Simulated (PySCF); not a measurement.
C2H5BO2.
Bonds: C1–C2 (double), C2–B3, B3–O4, B3–O5. Hydrogens: H6, H7 on C1; H8 on C2; H9 on O4; H10 on O5.

Computed by this run: PBE0-D3(BJ)/def2-SVP geometry optimisation, gas phase (PySCF 2.14.0); density fitting, grid level 1; the optimiser is geomeTRIC in internal coordinates, started from a GFN2-xTB structure with every atom displaced at random (about 0.01 Å).

Step 0: E = -6915.1872 eV
```
atom  x, y, z in Å  |  force x, y, z in eV/Å
C1      1.7854   -0.3150    0.2856   -1.722   1.553  -0.442
C2      0.5385   -0.7747    0.0835    0.213   0.765  -0.026
B3     -0.7400    0.1130   -0.2057    1.470   0.153   0.316
O4     -0.5679    1.4706   -0.1732   -1.369   0.604  -0.240
O5     -1.8931   -0.5313   -0.4610   -0.625  -0.313  -0.100
H6      1.9493    0.7755    0.2463    0.132  -0.248   0.068
H7      2.6283   -0.9257    0.4670    1.106  -0.946   0.262
H8      0.4109   -1.8372    0.1150   -0.245  -1.021   0.010
H9     -1.3968    1.9840   -0.3348    1.108  -0.613   0.188
H10    -2.6646    0.0191   -0.6121   -0.067   0.066  -0.037
```

Step 1: E = -6915.2357 eV
```
atom  x, y, z in Å  |  force x, y, z in eV/Å
C1      1.7488   -0.2748    0.2846    0.328  -0.219  -0.036
C2      0.5244   -0.7864    0.1186   -0.102  -0.093  -0.046
B3     -0.7344    0.1034   -0.1303   -0.259  -0.271  -0.088
O4     -0.6199    1.4603   -0.0454    0.666  -0.244   0.208
O5     -1.9038   -0.5324   -0.4679    0.304   0.005   0.060
H6      1.9160    0.8055    0.3141   -0.028   0.074  -0.004
H7      2.6462   -0.9111    0.3704   -0.219   0.155   0.065
H8      0.4126   -1.8795    0.0754   -0.005   0.105   0.041
H9     -1.2784    1.9495   -0.5202   -0.616   0.404  -0.193
H10    -2.6614    0.0440   -0.5885   -0.068   0.084  -0.006
```

Question: Estimate the geometry and energy of step 2. (The exact step hangs on the optimiser's Hessian estimate; all steps are aligned on step 1, rigid shifts and turns removed.)

Answer: E = -6915.2692 eV, largest force 0.205 eV/Å
```
atom  x, y, z in Å  |  force x, y, z in eV/Å
C1      1.7551   -0.2830    0.2720   -0.026   0.036   0.054
C2      0.5306   -0.7938    0.0935    0.050  -0.044  -0.063
B3     -0.7226    0.0976   -0.1701   -0.124  -0.038   0.071
O4     -0.5937    1.4562   -0.0798    0.011   0.070  -0.193
O5     -1.8998   -0.5319   -0.4716    0.079   0.040  -0.012
H6      1.9057    0.8023    0.2677    0.044  -0.007  -0.005
H7      2.6424   -0.9058    0.4374   -0.039   0.016  -0.019
H8      0.4091   -1.8838    0.0924   -0.014   0.001   0.027
H9     -1.3232    1.9664   -0.4470    0.027  -0.070   0.150
H10    -2.6537    0.0542   -0.5838   -0.008  -0.004  -0.011
```

The energy changes by -0.0335 eV. The first-order estimate −F·Δx gives -0.0470 eV and the mean of the old and new forces, exact on a quadratic surface, -0.0294 eV. The step makes an angle of 75° with the force vector and moves no atom by more than 0.087 Å.

The cost below is that of the whole optimisation. Hardware: one thread of an Arm Neoverse V1, no GPU, on a shared host. Cost: 24 s, 0.39 GiB resident at most.
